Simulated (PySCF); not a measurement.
Correlation energy of Tl⁷¹⁺ (thallium, charge +71)

Starting occupation: [Ne]. Computed with PySCF 2.14 in an uncontracted even-tempered set (16 s from 14 bohr⁻², ratio 2.6; 14 p from 19 bohr⁻², ratio 2.6; 6 d from 19 bohr⁻², ratio 2.8; 3 f from 400 bohr⁻², ratio 2.8), with X2C-1e with screened-nucleus spin-orbit coupling, Gaussian nucleus. Frozen: 1s2; 8 electrons correlated; the 50 highest virtual spinors left out.

MP2 pair energies summed by pair of shells (mhartree):

| pair | energy | share (%) |
| --- | --- | --- |
| 2p1/2-2p3/2 | -109.53 | 32.8 |
| 2p3/2-2p3/2 | -101.65 | 30.4 |
| 2p3/2-2s1/2 | -53.05 | 15.9 |
| 2p1/2-2s1/2 | -29.57 | 8.9 |
| 2p1/2-2p1/2 | -25.90 | 7.8 |
| 2s1/2-2s1/2 | -14.36 | 4.3 |

Total MP2 correlation energy: -334.05 mhartree.

The virtual space was cut to 52 spinors, which keep -276.01 of the -334.05 mhartree of MP2 correlation.

```csv
level,correlation energy (mhartree)
CCSD,-276.79
(T),-0.01
CCSD(T),-276.80
```

Diagnostics: T1 = 1.5e-05, largest double amplitude 0.002.

**Question.** Is a single reference adequate?

**Answer.** Yes: T1 lies below 0.03 and no double amplitude reaches 0.07.

The coupled-cluster values are those of the cut space; adding the MP2 remainder, -58.04 mhartree, estimates the full space.

At this charge the one-electron X2C treatment keeps the bare 1/r₁₂, with no two-electron picture change or Breit term. The effect here is smaller than on the frozen 1s shell.
